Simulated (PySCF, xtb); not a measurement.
TiOCl2, SMILES [O]=[Ti]([Cl])[Cl], multiplicity 1.

Harmonic wavenumbers (cm⁻¹) from GFN2-xTB (xtb) at its own minimum, in rising order: 129, 179, 197, 376, 422, 959.

Q: What does PBE-D3(BJ)/def2-SVP (PySCF 2.14.0) give at its own minimum? (The exact figures need the calculation; the answer reports its results.)

A: 59, 127, 215, 385, 504, 1086. Paired by order, the mean absolute difference is 60 cm⁻¹ and the zero-point energies are 3.2 and 3.4 kcal/mol.
